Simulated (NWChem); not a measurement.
System: bromine monochloride (BrCl); SMILES ClBr

All runs: NWChem. The geometry was optimised at PBE0/def2-SVP.

For level MPW1K/def2-SVP:

```
Property                     Value
---------------------------  -----
highest occupied level (eV)  -9.35
orbital gap (eV)              6.53
```

### Question
What are these values for level B3LYP/def2-SVP?

### Answer
highest occupied level (eV): -7.91
orbital gap (eV): 4.33
